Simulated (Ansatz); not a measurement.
`C=C[SiH2]S[SiH](F)F` + `O[SiH2]O` → `O[SiH2]O[SiH](F)F` + `C=C[SiH2]S`  (ligand exchange at the Si–S bond)

Program: Ansatz. Geometries: PBE0-D4/def2-TZVP. ΔE: electronic, gas phase. CBS: MP2 limit from def2 TZ/QZ plus the TZ coupled-cluster correction, frozen cores. Functionals use def2-TZVPP. B3LYP here is the variant with VWN-RPA as its local correlation; programs differ in this. One conformer a species, not always the lowest.

```csv
level,ΔE (kcal/mol),difference from CCSD(T)/CBS
PBE-D4,-11.5,4.7
r2SCAN-D4,-14.7,1.5
PBE0-D4,-13.2,3.0
B3LYP-D4,-15.8,0.4
ωB97X-V,-15.4,0.8
ωB97M-V,-15.2,1.0
B2PLYP,-17.6,-1.4
PBE,-12.9,3.3
r2SCAN,-15.1,1.1
PBE0,-14.6,1.6
B3LYP,-18.2,-2.0
HF/def2-TZVPP,-23.3,-7.1
MP2/def2-TZVPP,-15.7,0.5
SCS-MP2/def2-TZVPP,-17.4,-1.2
CCSD/def2-TZVPP,-18.3,-2.1
CCSD(T)/def2-TZVPP,-16.9,-0.7
HF/def2-QZVPP,-24.0,-7.8
MP2/def2-QZVPP,-15.5,0.7
SCS-MP2/def2-QZVPP,-17.3,-1.1
HF/CBS(def2),-24.1,-7.9
MP2/CBS(def2),-14.9,1.3
CCSD/CBS(def2),-17.5,-1.3
CCSD(T)/CBS,-16.2,0
```

Largest T1 diagnostic among the species: 0.012.

The D4 term adds +2.4 kcal/mol with B3LYP and +1.3 kcal/mol with PBE0; it sums over pairs of atoms, weighted by their polarisabilities, and B3LYP, whose exchange is more repulsive, gets the larger term. In def2-TZVPP, CCSD(T) changes the Hartree–Fock value by +6.3 kcal/mol (the triples alone add +1.3 kcal/mol) and MP2 by +7.5 kcal/mol. From PBE to PBE0 (25 % exact exchange), in def2-TZVPP and without D4, ΔE moves by −1.6 kcal/mol.
